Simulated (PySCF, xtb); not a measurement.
Sn(OMe)(SiH3) (CH6OSiSn), SMILES C[O][Sn][SiH3] (connectivity only; charge and spin as stated), neutral, multiplicity 1.

GFN2-xTB in xtb 6.7.1 at its own geometry gives an orbital gap of 2.19 eV and a dipole moment of 3.03 D.

Geometry optimised at PBE-D3(BJ)/def2-SVP. The structure was generated by enumeration; whether it is a known compound was not checked. The def2 effective core potentials stand for the cores of Sn; spin–orbit coupling is left out. One conformer was computed; it need not be the lowest.

Q: What does PBE/def2-TZVP (PySCF) give? (The exact figures need the calculation; the answer reports its results.)

A: gap 1.98 eV (levels -5.44 and -3.46 eV), dipole 0.73 D.
